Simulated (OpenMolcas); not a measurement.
## Mo2+: moving or changing the point charges

Mo2+ among 6 point charges of -1.5 e arranged as an octahedron (Oh), 2.09 Å from the ion.
```
   2.0900    0.0000    0.0000  -1.50
   0.0000    2.0900    0.0000  -1.50
  -2.0900    0.0000    0.0000  -1.50
   0.0000   -2.0900    0.0000  -1.50
   0.0000    0.0000    2.0900  -1.50
   0.0000    0.0000   -2.0900  -1.50
```

- Program: OpenMolcas 26.06
- Method: CASSCF
- Basis: ANO-RCC-VDZP [6s5p3d1f]
- Scalar Hamiltonian: DKH2, point nucleus
- Active space: 4 electrons in 5 orbitals (4d)
- State averaging: 2S+1 = 5 even, 5 roots; 2S+1 = 3 even, 45 roots; 2S+1 = 1 even, 50 roots
- Spin-orbit coupling: state interaction with AMFI integrals over the reference wave functions

Runs around this geometry, states (labels of O, the rotations of Oh). Energies in cm-1 above the lowest state or level, χT in cm3 K/mol; 10Dq and B are least-squares fits to the states below 45000 cm-1, weighted by degeneracy, with a free offset, and given where the rms deviation is under 5 % of |10Dq| (or 100 cm-1) and under 700 cm-1.

| R (Å) | q (e) | Ground state | First state of that spin | 10Dq | B (rms of fit) | First gap with spin-orbit (degeneracies) | χT at 300 K | First state of another spin |
| --- | --- | --- | --- | --- | --- | --- | --- | --- |
| 2.09 | -1.2 | 5E | 5T2 9515 |  |  | 75.5 (1, 3) | 2.724 | 3T1 7210 |
| 2.09 | -1.5 | 5E | 5T2 11952 | 12539 | 715 (311) | 93.8 (1, 3) | 2.732 | 3T1 4864 |
| 2.26 | -1.5 | 5E | 5T2 8534 |  |  | 73.7 (1, 3) | 2.702 | 3T1 8184 |

Taking the first state of the same spin as R^-n, n = -ln(8534 / 11952) / ln(2.26 / 2.09) = 4.3 between the shortest and longest distance.

Scaling the charges by -1.2 / -1.5 = 0.80 scales the first state of the same spin by 9515 / 11952 = 0.80; with fixed orbitals a first-order splitting would follow the charge.

An orbital doublet at a regular site is open to a Jahn-Teller distortion, which this geometry leaves out. Without dynamic correlation the repulsion within the d shell is too large (B by tens of per cent), so at a given field states of lower spin stand too high. This shell can be high or low spin here, a state of another spin lies low, and with metal d orbitals alone active their balance is uncertain, so the ground spin may be wrong. Point charges give a weaker field than real ligands, and real ions of this kind are as a rule low spin; the high spin found here belongs to the model. Point charges carry no covalency, so the field is a model and not that of real ligands. No measured value stands beside these numbers.
